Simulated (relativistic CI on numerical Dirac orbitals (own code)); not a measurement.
Computed by Dirac-Coulomb-Breit CI, separate exchange-only KLI orbitals for each configuration, model QED (radiative potential, 1s self-energy scaled to tabulated hydrogen-like ionisation energies), unscaled Slater integrals (own radial code, finite nucleus).

The strongest absorption lines from the ground level of an ion, among the configurations computed and to levels below about 907 eV (vacuum wavelength in nm, gf): 1.8609 (0.21), 1.9239 (0.14), 1.9381 (0.0076), 1.9928 (0.00023), 3.2791 (0.00021), 3.9009 (0.00014), 9.8461 (1.1), 17.708 (0.12).

(1) Which ion is it?
A. Gd XXXVII
B. Gd XXXIII
C. Pm XXXII
D. Gd XXXV

## Answers

(1) D. Gd XXXV has 30 electrons and the ground level 4s2 1S_0; the strongest line goes to 4s 4p 1P°_1. The pattern of lines fixes the number of electrons, and along that sequence the line energies rise steadily with the charge (about as its square where n changes within one kind of shell, about linearly where n is kept but much faster in heavy ions where fine structure, which grows about as Z⁴, sets the gap, and irregularly where shells cross), which fixes Z. Configurations outside the model, such as inner-shell arrays, can give stronger lines. At this charge energies of transitions that change n are usually good to better than 1 %, and those within a shell (Δn = 0) to a few per cent.

LS names give the leading component of a level, which can be under half, so a name can repeat, a term be missing and a line seem to break the LS rules.
